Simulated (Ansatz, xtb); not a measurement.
Two isomers of C2H9Si2+

Structure X: `C[Si+](C)[SiH3]`, a singlet. Structure Y: `C[SiH+]C[SiH3]`, a singlet. Both are isolated ions in the gas phase, relaxed with PBE0-D3(BJ)/def2-SVP, each in the lowest conformer that the search found.

Quicker runs give these differences E(Y) − E(X): GFN2-xTB −0.31 kcal/mol; HF/STO-3G +10.88 kcal/mol (at GFN2-xTB geometries); r2SCAN-D4/def2-SVP +1.86 kcal/mol (at GFN2-xTB geometries).

Which of the two would you expect CCSD(T)/def2-SVP + ΔMP2/def2-TZVPP electronic energies to favour?

Too close to call at this level: CCSD(T)/def2-SVP + ΔMP2/def2-TZVPP gives E(Y) − E(X) = +0.86 kcal/mol.

How the difference moves with the method:

```
                             level              geometry  E(Y) − E(X) (kcal/mol)  departure from the last row (kcal/mol)  job, with rough time for the two
                          GFN2-xTB              GFN2-xTB                     −0.31                                   −1.17              optimisation, 0.54 s
                         HF/STO-3G              GFN2-xTB                    +10.88                                  +10.02               single point, 0.4 s
                r2SCAN-D4/def2-SVP              GFN2-xTB                     +1.86                                   +1.00               single point, 3.1 s
              PBE0-D3(BJ)/def2-SVP  PBE0-D3(BJ)/def2-SVP                     +3.41                                   +2.55               optimisation, 2 min
                       HF/def2-SVP  PBE0-D3(BJ)/def2-SVP                     +0.55                                   −0.31           part of the CCSD(T) run
                      MP2/def2-SVP  PBE0-D3(BJ)/def2-SVP                     −0.65                                   −1.51           part of the CCSD(T) run
                  CCSD(T)/def2-SVP  PBE0-D3(BJ)/def2-SVP                     +0.92                                   +0.06                      single point
CCSD(T)/def2-SVP + ΔMP2/def2-TZVPP  PBE0-D3(BJ)/def2-SVP                     +0.86                                                        single point, 31 s
```

As drawn, Y has 1 C–Si, 1 Si–H in place of 1 Si–Si, 1 C–H.

The largest departure from CCSD(T)/def2-SVP + ΔMP2/def2-TZVPP is that of HF/STO-3G, 10.02 kcal/mol. A small imaginary or near-zero mode remains, so no thermal terms are given. The last row adds to CCSD(T) the change of the MP2 difference between the two basis sets, here −0.06 kcal/mol.

The correlated steps freeze 12 core orbitals. Run with Ansatz 0.2.0, xtb 6.7.1; the last row on 2 threads of AMD EPYC 7R43 64-Core Processor (Zen 3) on a shared host.
